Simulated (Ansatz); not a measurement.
C₂H₄FNOSi, SMILES [Si@@H]1([C@@H](F)N=C1)O.

Geometry optimised at r2SCAN-D4/def2-SVP. The structure was generated by enumeration; whether it is a known compound was not checked. The values are those of a single conformer.

Two levels are set side by side: PBE/def2-SVPD (Ansatz, an electronic-structure program) and CAM-B3LYP/def2-SVPD (Ansatz). Energy differences of separate SCF runs at the same geometry; the states with an electron removed or added have multiplicity 2 and 2. Differences are taken from unrounded values.

| quantity | CAM-B3LYP |
|---|---|
| vertical ionisation energy (eV) | 9.64 |
| vertical singlet–triplet gap (eV) | 3.29 |

### Question
What does PBE give, and how far is it from CAM-B3LYP? (The exact figures need the calculation; the answer reports its results.)

### Answer

| quantity | PBE | PBE minus CAM-B3LYP |
|---|---|---|
| vertical ionisation energy (eV) | 9.17 | -0.47 |
| vertical singlet–triplet gap (eV) | 3.09 | -0.20 |
